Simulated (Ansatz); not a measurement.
Born–Oppenheimer molecular dynamics of a periodic cell of 40 atoms, H3CN (contents 4 N2 + 4 C2H6, density as packed 0.64 g/cm³ with natural masses). It starts from a partly relaxed structure (largest force component 0.14 eV/Å).

Method: DFT PBE-D3(BJ), scalar-relativistic, plane waves, PAW (Ansatz). Settings: cutoff 420 eV, k mesh 1x1x1, fermi-dirac smearing 0.05 eV, no spin polarisation.

| Property | Result |
| --- | --- |
| ensemble | NVT, Langevin thermostat |
| time step | 0.5 fs |
| steps asked | 250 |
| set temperature | 1500 K |
| friction | 0.02 /fs |
| masses | H 2.014 u |
| seed | 343475 |

Frames 1 fs apart, positions in Å, forces in eV/Å.

Velocities at 100.0 fs (Å/ps):

```
N 20.85 -6.19 -4.09
N -1.58 -6.64 7.44
N -10.57 7.08 -9.73
N 2.74 -0.43 21.70
N 26.45 -24.84 -5.42
N -9.23 -5.77 15.06
N -0.62 -4.92 5.44
N -12.53 -6.94 8.19
C -2.29 4.31 -7.40
C -9.48 -13.54 3.54
H 17.62 -12.13 -41.15
H -41.42 -6.05 44.85
H 19.25 -27.43 14.63
H -39.34 54.78 -11.40
H 6.72 -27.67 0.90
H -1.79 -66.72 10.06
C 12.98 1.61 -10.57
C -8.12 0.76 1.38
H 11.85 -1.99 1.62
H -64.82 21.29 7.59
H 13.13 32.17 -8.36
H -28.49 7.36 -54.80
H 11.96 12.70 -27.98
H 19.98 11.80 34.24
C 15.12 1.16 -9.56
C -0.79 5.70 -7.05
H 9.89 -33.78 6.47
H -12.78 26.71 -33.26
H -8.73 21.34 12.06
H -46.70 -10.16 -4.63
H 19.62 23.95 -36.45
H 12.62 43.61 -24.19
C 6.79 4.37 -2.14
C 18.38 0.71 -0.27
H -0.40 -31.61 -24.40
H 11.40 -23.91 -20.56
H 0.69 31.83 -22.92
H 35.35 -2.70 32.76
H -5.77 4.56 -10.43
H -26.80 -9.81 -10.20
```

```xyz
40
Lattice="8.4343 0.0000 0.0000 0.0000 8.4343 0.0000 0.0000 0.0000 8.4343" Properties=species:S:1:pos:R:3:forces:R:3 time_fs=100.0 energy_less_start_eV=5.833 T=1641
N 0.644 6.527 6.572 2.72 -1.00 0.48
N 1.716 6.211 6.691 -2.59 0.78 -0.27
N 5.759 4.855 1.961 4.14 0.99 -0.58
N 6.860 5.079 1.794 -4.11 -0.76 0.63
N 5.056 2.838 8.584 -1.23 -0.69 0.31
N 4.123 2.326 8.913 1.65 0.42 -0.54
N 2.336 6.329 3.281 0.00 0.83 -1.49
N 2.359 6.882 2.314 -0.02 -0.84 1.43
C 7.148 0.079 5.289 2.23 2.69 -0.41
C 6.399 0.295 3.942 4.24 -0.76 -1.71
H 6.648 -0.546 5.989 -0.61 -0.81 0.45
H 8.103 -0.370 4.957 -0.28 -0.12 0.77
H 7.518 0.997 5.880 -0.89 -0.81 -0.75
H 6.870 1.218 3.154 -2.05 -2.26 2.58
H 6.941 -0.641 3.469 -1.79 1.42 -0.25
H 5.383 0.020 4.128 -1.19 0.74 -0.82
C 0.300 1.462 0.666 0.91 -3.66 -0.13
C 1.061 2.623 1.287 1.39 0.72 -3.82
H -0.650 1.789 0.818 -3.66 0.80 -0.50
H 0.392 0.983 -0.438 0.25 1.57 2.37
H 0.215 0.561 1.393 0.88 0.81 -1.03
H 2.142 2.519 0.913 -1.26 0.38 1.54
H 0.695 3.560 0.640 0.57 -1.29 2.03
H 0.859 2.568 2.368 0.36 0.79 -0.33
C 2.050 1.167 4.654 -2.08 1.64 1.86
C 1.761 2.340 5.756 -0.17 -0.40 -0.07
H 1.481 0.280 5.057 1.06 0.46 -1.29
H 2.000 1.523 3.590 -1.01 -0.53 0.84
H 3.075 1.257 4.801 2.46 -1.58 0.28
H 2.512 3.074 5.425 -0.49 0.17 0.82
H 0.757 2.841 5.642 0.63 -0.58 0.41
H 1.979 1.992 6.903 -0.56 0.73 -2.83
C 5.989 3.903 5.237 2.26 -1.12 -4.99
C 4.536 4.233 5.133 -0.35 2.05 3.20
H 6.479 3.595 4.248 -0.54 0.90 0.28
H 6.592 4.673 5.563 1.13 2.41 0.57
H 6.504 3.096 5.702 -1.20 -1.62 1.67
H 4.285 3.499 5.861 -1.73 -0.28 1.16
H 4.455 5.290 5.659 -0.35 -1.89 -0.84
H 3.711 4.221 4.407 1.26 -0.28 -1.01
40
Lattice="8.4343 0.0000 0.0000 0.0000 8.4343 0.0000 0.0000 0.0000 8.4343" Properties=species:S:1:pos:R:3:forces:R:3 time_fs=101.0 energy_less_start_eV=6.346 T=1501
N 0.665 6.521 6.567 0.03 -0.19 0.17
N 1.712 6.204 6.699 0.09 -0.02 0.03
N 5.751 4.861 1.950 4.59 1.05 -0.53
N 6.862 5.079 1.815 -4.56 -0.81 0.56
N 5.082 2.814 8.578 -3.93 -2.00 1.30
N 4.115 2.322 8.928 4.36 1.72 -1.51
N 2.335 6.323 3.284 -0.02 0.51 -0.94
N 2.348 6.875 2.322 0.01 -0.54 0.88
C 7.147 0.086 5.281 1.31 2.80 0.03
C 6.391 0.280 3.945 3.91 -0.62 -1.84
H 6.660 -0.562 5.954 -0.92 -0.92 0.81
H 8.065 -0.376 5.006 0.94 -0.58 0.08
H 7.532 0.971 5.895 -0.98 -0.49 -0.73
H 6.826 1.265 3.150 -1.96 -2.68 2.59
H 6.941 -0.662 3.469 -1.70 1.68 -0.24
H 5.380 -0.047 4.137 -0.91 0.90 -0.84
C 0.315 1.461 0.659 -0.24 -2.78 0.22
C 1.052 2.624 1.289 1.61 1.09 -3.81
H -0.644 1.791 0.818 -3.29 0.63 -0.40
H 0.332 1.009 -0.421 0.71 1.31 1.74
H 0.235 0.594 1.376 0.83 0.17 -0.65
H 2.114 2.526 0.860 -1.00 0.38 1.81
H 0.709 3.570 0.614 0.40 -1.40 2.27
H 0.880 2.583 2.400 0.40 0.73 -1.12
C 2.064 1.170 4.645 -3.03 1.26 1.49
C 1.761 2.344 5.748 -0.99 -0.98 -0.07
H 1.490 0.247 5.058 1.40 1.17 -1.55
H 1.985 1.549 3.556 -0.74 -0.89 1.63
H 3.073 1.278 4.818 2.88 -1.53 0.17
H 2.467 3.066 5.425 0.69 1.09 0.32
H 0.780 2.865 5.605 0.26 -0.64 0.52
H 1.986 2.041 6.879 -0.61 0.44 -2.44
C 5.998 3.909 5.233 1.69 -1.47 -5.98
C 4.553 4.234 5.134 -1.54 1.52 3.15
H 6.479 3.572 4.224 -0.64 1.06 0.65
H 6.603 4.659 5.542 1.69 3.20 0.75
H 6.504 3.119 5.690 -0.86 -2.28 2.06
H 4.313 3.497 5.896 -1.63 0.21 0.56
H 4.448 5.288 5.647 -0.20 -1.76 -0.77
H 3.690 4.212 4.403 1.93 -0.34 -0.37
40
Lattice="8.4343 0.0000 0.0000 0.0000 8.4343 0.0000 0.0000 0.0000 8.4343" Properties=species:S:1:pos:R:3:forces:R:3 time_fs=102.0 energy_less_start_eV=6.812 T=1268
N 0.684 6.517 6.559 -2.45 0.59 -0.20
N 1.710 6.197 6.708 2.58 -0.80 0.40
N 5.748 4.866 1.939 4.33 0.97 -0.38
N 6.861 5.078 1.836 -4.30 -0.74 0.40
N 5.106 2.790 8.572 -5.63 -2.65 1.97
N 4.111 2.320 8.942 6.05 2.37 -2.16
N 2.332 6.321 3.286 -0.03 -0.01 -0.03
N 2.336 6.870 2.330 0.02 -0.01 -0.04
C 7.147 0.095 5.274 0.11 2.63 0.75
C 6.386 0.262 3.945 3.15 -0.37 -1.66
H 6.668 -0.587 5.929 -0.98 -0.68 0.79
H 8.036 -0.383 5.055 2.12 -1.05 -0.51
H 7.535 0.949 5.915 -1.04 -0.25 -0.76
H 6.776 1.305 3.158 -1.80 -3.00 2.49
H 6.927 -0.673 3.474 -1.42 1.65 -0.38
H 5.372 -0.108 4.144 -0.44 1.16 -0.86
C 0.331 1.458 0.655 -1.73 -1.55 0.60
C 1.044 2.623 1.291 1.77 1.42 -3.78
H -0.650 1.792 0.815 -2.47 0.30 -0.33
H 0.279 1.036 -0.395 1.09 0.99 0.85
H 0.255 0.618 1.351 0.76 -0.60 -0.05
H 2.079 2.529 0.817 -0.57 0.39 1.97
H 0.726 3.574 0.601 0.20 -1.42 2.38
H 0.903 2.602 2.424 0.39 0.63 -1.63
C 2.077 1.172 4.638 -3.29 1.05 1.35
C 1.758 2.348 5.739 -2.04 -2.01 0.06
H 1.501 0.219 5.047 1.57 1.63 -1.63
H 1.969 1.567 3.533 -0.46 -1.09 2.08
H 3.085 1.285 4.835 2.71 -1.48 0.00
H 2.420 3.053 5.434 2.22 2.41 -0.39
H 0.805 2.893 5.575 -0.17 -0.69 0.55
H 1.987 2.091 6.851 -0.62 0.11 -1.93
C 6.007 3.917 5.223 1.44 -1.82 -6.21
C 4.569 4.236 5.137 -2.34 1.08 3.23
H 6.479 3.554 4.210 -0.68 1.14 0.77
H 6.618 4.655 5.520 1.97 3.54 0.80
H 6.500 3.129 5.684 -0.72 -2.43 2.17
H 4.330 3.498 5.931 -1.47 0.62 0.01
H 4.441 5.288 5.633 -0.06 -1.62 -0.68
H 3.685 4.206 4.401 2.25 -0.40 -0.05
40
Lattice="8.4343 0.0000 0.0000 0.0000 8.4343 0.0000 0.0000 0.0000 8.4343" Properties=species:S:1:pos:R:3:forces:R:3 time_fs=103.0 energy_less_start_eV=7.020 T=1174
N 0.701 6.513 6.553 -4.21 1.19 -0.54
N 1.711 6.189 6.715 4.33 -1.39 0.72
N 5.749 4.871 1.928 3.66 0.83 -0.23
N 6.859 5.077 1.853 -3.63 -0.59 0.24
N 5.122 2.766 8.571 -6.13 -2.70 2.21
N 4.115 2.320 8.954 6.52 2.42 -2.37
N 2.329 6.320 3.285 -0.03 -0.59 0.97
N 2.325 6.863 2.336 0.01 0.56 -1.04
C 7.149 0.105 5.269 -1.10 2.18 1.34
C 6.382 0.243 3.942 2.61 0.07 -1.41
H 6.668 -0.615 5.904 -0.89 -0.26 0.65
H 8.013 -0.394 5.106 3.07 -1.46 -0.93
H 7.532 0.930 5.936 -1.07 0.00 -0.75
H 6.716 1.328 3.180 -1.59 -3.25 2.33
H 6.911 -0.679 3.477 -1.08 1.48 -0.55
H 5.371 -0.161 4.143 -0.23 1.32 -0.80
C 0.347 1.456 0.652 -2.94 -0.08 0.99
C 1.038 2.622 1.293 1.92 1.71 -3.85
H -0.662 1.792 0.803 -1.64 0.00 -0.23
H 0.240 1.062 -0.364 1.32 0.61 -0.33
H 0.274 0.638 1.318 0.67 -1.55 0.77
H 2.048 2.539 0.781 -0.14 0.33 2.06
H 0.743 3.572 0.599 -0.04 -1.33 2.38
H 0.931 2.626 2.435 0.31 0.49 -1.82
C 2.089 1.175 4.629 -3.02 0.88 1.45
C 1.752 2.350 5.732 -2.74 -2.89 -0.17
H 1.512 0.200 5.031 1.66 1.91 -1.64
H 1.958 1.571 3.519 -0.25 -1.16 2.26
H 3.108 1.285 4.848 2.07 -1.45 -0.21
H 2.386 3.044 5.439 3.46 3.53 -0.98
H 0.830 2.919 5.554 -0.67 -0.68 0.53
H 1.987 2.134 6.816 -0.57 -0.23 -1.13
C 6.017 3.924 5.208 1.74 -2.17 -5.69
C 4.582 4.239 5.144 -2.86 0.63 3.15
H 6.476 3.539 4.199 -0.67 1.19 0.77
H 6.643 4.657 5.507 1.81 3.27 0.68
H 6.494 3.122 5.686 -0.85 -1.96 1.92
H 4.336 3.499 5.963 -1.27 0.95 -0.44
H 4.429 5.287 5.614 0.07 -1.40 -0.51
H 3.693 4.196 4.397 2.39 -0.43 0.17
40
Lattice="8.4343 0.0000 0.0000 0.0000 8.4343 0.0000 0.0000 0.0000 8.4343" Properties=species:S:1:pos:R:3:forces:R:3 time_fs=104.0 energy_less_start_eV=6.772 T=1230
N 0.714 6.513 6.549 -4.77 1.44 -0.69
N 1.715 6.178 6.722 4.90 -1.64 0.87
N 5.754 4.875 1.917 2.53 0.61 -0.09
N 6.856 5.074 1.868 -2.51 -0.38 0.10
N 5.134 2.741 8.570 -5.74 -2.36 2.12
N 4.125 2.323 8.965 6.11 2.09 -2.27
N 2.326 6.320 3.285 -0.01 -1.08 1.86
N 2.315 6.856 2.340 -0.01 1.06 -1.92
C 7.151 0.116 5.266 -1.73 1.39 1.52
C 6.380 0.224 3.937 1.96 0.72 -0.99
H 6.664 -0.643 5.873 -0.80 0.12 0.59
H 8.002 -0.412 5.157 3.36 -1.52 -1.14
H 7.524 0.911 5.961 -1.07 0.24 -0.73
H 6.650 1.339 3.216 -1.34 -3.46 2.11
H 6.888 -0.677 3.474 -0.58 1.12 -0.80
H 5.372 -0.210 4.134 -0.07 1.47 -0.68
C 0.361 1.454 0.650 -3.94 1.31 1.44
C 1.031 2.620 1.294 2.07 1.85 -3.89
H -0.682 1.787 0.793 -0.83 -0.28 -0.11
H 0.207 1.086 -0.332 1.40 0.24 -1.61
H 0.297 0.653 1.291 0.57 -2.50 1.56
H 2.019 2.549 0.758 0.31 0.25 2.06
H 0.762 3.559 0.607 -0.33 -1.05 2.23
H 0.954 2.648 2.432 0.23 0.36 -1.73
C 2.097 1.178 4.622 -2.27 0.78 1.76
C 1.746 2.351 5.724 -2.51 -2.72 -1.15
H 1.532 0.187 5.005 1.59 2.01 -1.52
H 1.945 1.564 3.520 -0.07 -1.08 2.16
H 3.137 1.278 4.863 1.15 -1.40 -0.49
H 2.368 3.055 5.433 3.58 3.51 -1.10
H 0.850 2.939 5.531 -1.10 -0.64 0.51
H 1.987 2.170 6.774 -0.43 -0.54 -0.05
C 6.029 3.931 5.188 2.27 -2.29 -4.64
C 4.593 4.242 5.157 -3.07 0.02 2.84
H 6.477 3.531 4.188 -0.66 1.19 0.72
H 6.671 4.671 5.498 1.32 2.55 0.43
H 6.482 3.106 5.697 -1.03 -1.17 1.44
H 4.336 3.500 5.993 -1.04 1.18 -0.80
H 4.410 5.274 5.595 0.20 -0.93 -0.24
H 3.715 4.186 4.392 2.36 -0.46 0.31
```

Of the whole run (125 fs, mean temperature of the second half 1558 K): A run of 0.12 ps of so small a system gives no equilibrium averages. Limits of this set-up: coarse k mesh.

The run took 11 min on 1 thread of AMD EPYC 7B13 (Zen 3), on a shared host, peak memory 0.61 GiB.
